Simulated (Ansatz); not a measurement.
Task: Name a neutral molecule of C, F, O, Si, Sn and H with HOMO energy (ωB97M-V/def2-TZVPP) between -10.25 and -9.95 eV and LUMO energy (ωB97M-V/def2-TZVPP) between 1.00 and 1.30 eV (Ansatz, PBE0-D4/def2-TZVP geometry).

Result: `C[O][Sn]([F])([CH2][Si](C)(C)C)[O]C` (-10.10 eV, 1.01 eV). Other molecules can fit too; these were computed, each in one conformer that needn't be the lowest.
